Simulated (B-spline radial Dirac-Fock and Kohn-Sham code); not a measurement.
# Photoionisation of manganese ions at Ag Kα (22162.9 eV)

Method: the independent-particle Dirac-Slater model, thresholds from Dirac-Fock. Computed with a radial finite-basis atomic code. Cross sections in kb; a dash marks an empty subshell or a threshold above the photon energy.

| ion | configuration | total | 1s | 2s | 3s | 3d3/2 | 4s |
| --- | --- | --- | --- | --- | --- | --- | --- |
| Mn | [Ar] 3d5 4s2 | 1.501 | 1.35 | 0.107 | 0.0152 | 6.45e-06 | 0.00116 |
| Mn⁷⁺ | [Ne] 3s2 3p6 | 1.503 | 1.35 | 0.107 | 0.0180 | – | – |
| Mn¹⁵⁺ | [He] 2s2 2p6 | 1.489 | 1.35 | 0.111 | – | – | – |
| Mn²¹⁺ | [He] 2s2 | 1.501 | 1.37 | 0.133 | – | – | – |
| Mn²³⁺ | 1s2 | 1.380 | 1.38 | – | – | – | – |
| Mn²⁴⁺ | 1s1 | 0.7009 | 0.701 | – | – | – | – |
